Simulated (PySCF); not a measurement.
**Two-component Hartree-Fock for Pr⁺ (praseodymium, charge +1)**

Start: [Xe] 4f3 6s1; 4f5/2 filled at m_j = +1/2, +3/2, +5/2; 6s1/2 filled at m_j = -1/2. Calculated with PySCF 2.14 in x2c-TZVPPall-2c (11s11p10d4f2g, 140 functions): generalised Hartree-Fock with the X2C-1e Hamiltonian and a Gaussian nucleus; one run each with spin-orbit coupling (SO) switched off, then screened by Boettger's factors.

```
spinor shell  electrons  ε, spin-free (eV)  ε, screened SO (eV)  weight of nominal j (screened SO)  rms radius, screened SO (bohr)
       1s1/2          2           -42198.7             -42192.7                              1.000                          0.0275
       2s1/2          2            -6904.7              -6902.8                              1.000                           0.111
       2p1/2          2            -6172.0              -6509.8                              1.000                          0.0958
       2p3/2          4            -6172.0              -6023.7                              1.000                           0.102
       3s1/2          2            -1540.4              -1539.8                              1.000                           0.290
       3p1/2          2            -1303.2              -1371.8                              1.000                           0.282
       3p3/2          4            -1303.2              -1272.6                              1.000                           0.294
       3d3/2          4            -969.99              -982.66                              0.999                           0.266
       3d5/2          6            -969.99              -960.86                              0.999                           0.269
       4s1/2          2            -330.49              -330.26                              1.000                           0.661
       4p1/2          2            -250.27              -266.03                              0.988                           0.685
       4p3/2          4            -250.27              -243.09                              0.994                           0.711
       4d3/2          4            -132.33              -137.33                              0.831                           0.783
       4d5/2          6            -132.33              -128.78                              0.887                           0.788
       5s1/2          2            -54.371              -54.329                              1.000                            1.63
       5p1/2          2            -32.553              -35.127                              0.929                            1.83
       5p3/2          4            -32.553              -31.379                              0.964                            1.93
       4f5/2          3            -16.469              -16.499                              0.792                            1.21
       6s1/2          1             -9.923               -9.923                              1.000                            4.54
```

```
   quantity    spin-free  screened SO
E (hartree)  -9230.93135  -9235.25036
        M_J            4            4
       ⟨J²⟩       24.006       23.171
       ⟨L²⟩       42.005       41.809
       ⟨S²⟩        6.001        5.961
```

The determinant has a definite M_J but mixes levels of different J.

Each row is a mean over spinors that exchange with the open shell spreads, by up to 9.372 eV (4d3/2).

Rows whose weight is well below 1 are mixtures of j = l ± 1/2: exchange outweighs spin-orbit coupling there, and the label is only the starting occupation.

Breit and QED terms are absent; they matter most for the inner s and p1/2 levels.

Densities and radii are taken from the X2C orbitals without a picture-change correction, which distorts them close to the nucleus.

Without spin-orbit coupling the j labels of p, d and f shells carry no meaning; the spin-free column gives the mean over the occupied spinors of each nl shell, and its ⟨J²⟩ belongs to a mixture of degenerate components.
